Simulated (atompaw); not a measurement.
# nitrogen PAW (atompaw): all-electron and pseudo phase curves

| Item | Value |
| --- | --- |
| Element | nitrogen |
| Generator | atompaw 4.2.0.5 |
| Type | PAW |
| Functional | PBEsol |
| Relativity | scalar-relativistic |
| Frozen core | [He] |
| Valence charge | 5 |
| Reference configuration | 2s2 2p3 |
| Partial waves | 2s (bound): rc 2.65 bohr; 2s channel at -0.4 Ry: rc 0.70 bohr; 2p (bound): rc 2.65 bohr; 2p channel at 0.85 Ry: rc 2.65 bohr |
| Local potential | troulliermartins scheme with l = 2 at 0 Ry, radius 2.00 bohr |
| Core correction | smooth core density matched at 1.90 bohr |
| Augmentation charge | sinc compensation charge, radius 2.10 bohr; PAW radius 2.65 bohr; waves and projectors: custom polynom2 7 10 vanderbiltortho |

The phase is arctan(r·u′/u) with u = r·R(r), unwrapped; energies in Ry, scanned from -3 to 5 Ry. A pole is an energy at which the radial function vanishes at the test radius. The pseudo phase is shifted by a multiple of π to meet the all-electron one at the reference energy, and phase errors are pseudo minus all-electron; the curves can meet again beyond the range given. Levels narrower than the energy grid can be missing from the lists of poles.

```
channel  radius (bohr)  reference energy (Ry)  poles, all-electron  poles, pseudo  unbroken range about the reference energy with phases within 0.05 rad  phase error 1 Ry above the reference energy (rad)
      s           2.65                  -1.36          -1.19, 3.95   -1.47, -1.17                                                            -1.4 to 0.3                                             +0.000
      p           2.65                  -0.52          -0.28, 4.04    -0.28, 4.96                                                              below 1.6                                             +0.001
```

Note: ghost state, extra bound levels that the all-electron valence spectrum of the same l lacks: s at -14.9 eV. A true bound ghost makes a file unfit for plane-wave use.

Phases in the s channel:

```json
{"E (Ry)": "-3.00", "all-electron": "1.324", "pseudo": "4.406"}
{"E (Ry)": "-2.76", "all-electron": "1.308", "pseudo": "4.380"}
{"E (Ry)": "-2.52", "all-electron": "1.286", "pseudo": "4.346"}
{"E (Ry)": "-2.28", "all-electron": "1.255", "pseudo": "4.294"}
{"E (Ry)": "-2.04", "all-electron": "1.205", "pseudo": "4.201"}
{"E (Ry)": "-1.80", "all-electron": "1.098", "pseudo": "3.959"}
{"E (Ry)": "-1.56", "all-electron": "0.615", "pseudo": "2.634"}
{"E (Ry)": "-1.32", "all-electron": "-1.345", "pseudo": "-1.338"}
{"E (Ry)": "-1.08", "all-electron": "-1.655", "pseudo": "-1.636"}
{"E (Ry)": "-0.84", "all-electron": "-1.753", "pseudo": "-1.744"}
{"E (Ry)": "-0.60", "all-electron": "-1.815", "pseudo": "-1.813"}
{"E (Ry)": "-0.36", "all-electron": "-1.869", "pseudo": "-1.869"}
{"E (Ry)": "-0.12", "all-electron": "-1.926", "pseudo": "-1.922"}
{"E (Ry)": "0.12", "all-electron": "-1.997", "pseudo": "-1.978"}
{"E (Ry)": "0.36", "all-electron": "-2.093", "pseudo": "-2.041"}
{"E (Ry)": "0.60", "all-electron": "-2.236", "pseudo": "-2.117"}
{"E (Ry)": "0.84", "all-electron": "-2.473", "pseudo": "-2.212"}
{"E (Ry)": "1.08", "all-electron": "-2.877", "pseudo": "-2.333"}
{"E (Ry)": "1.32", "all-electron": "-3.432", "pseudo": "-2.494"}
{"E (Ry)": "1.56", "all-electron": "-3.895", "pseudo": "-2.704"}
{"E (Ry)": "1.80", "all-electron": "-4.174", "pseudo": "-2.967"}
{"E (Ry)": "2.04", "all-electron": "-4.338", "pseudo": "-3.260"}
{"E (Ry)": "2.28", "all-electron": "-4.443", "pseudo": "-3.539"}
{"E (Ry)": "2.52", "all-electron": "-4.514", "pseudo": "-3.771"}
{"E (Ry)": "2.76", "all-electron": "-4.567", "pseudo": "-3.950"}
{"E (Ry)": "3.00", "all-electron": "-4.607", "pseudo": "-4.084"}
{"E (Ry)": "3.24", "all-electron": "-4.640", "pseudo": "-4.185"}
{"E (Ry)": "3.48", "all-electron": "-4.668", "pseudo": "-4.263"}
{"E (Ry)": "3.72", "all-electron": "-4.692", "pseudo": "-4.324"}
{"E (Ry)": "3.96", "all-electron": "-4.714", "pseudo": "-4.374"}
{"E (Ry)": "4.20", "all-electron": "-4.734", "pseudo": "-4.414"}
{"E (Ry)": "4.44", "all-electron": "-4.753", "pseudo": "-4.448"}
{"E (Ry)": "4.68", "all-electron": "-4.772", "pseudo": "-4.478"}
{"E (Ry)": "4.92", "all-electron": "-4.791", "pseudo": "-4.503"}
```
